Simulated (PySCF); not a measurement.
**Radial density of Ba⁵¹⁺ (barium, charge +51)**

UHF, [He] 2s2 2p1, 2P determinant. Calculation: PySCF 2.14, in an even-tempered Gaussian basis (17 s from 26 bohr⁻², ratio 2.2; 10 p from 33 bohr⁻², ratio 2.2; 5 d from 130 bohr⁻², ratio 2.4; 5 f from 190 bohr⁻², ratio 2.4; 4 g from 280 bohr⁻², ratio 2.4); no relativity, point nucleus.

```
r (bohr)  4πr²ρ (e/bohr)  4πr²(ρα − ρβ)
0.000458          0.3083         0.0000
0.000770          0.8423         0.0000
 0.00130           2.247         0.0000
 0.00218           5.757         0.0004
 0.00367           13.78         0.0029
 0.00617           29.43         0.0203
  0.0104           51.80         0.1285
  0.0174           65.71         0.6970
  0.0293           49.08         2.9057
  0.0494           25.07         7.8411
  0.0830           30.26        10.2147
   0.140           16.23         3.9005
   0.235          0.9611         0.1887
   0.395        0.002096         0.0003
```

A non-relativistic calculation at this Z misses sizeable relativistic shifts. Spin-orbit coupling, absent here, splits the open shell strongly.
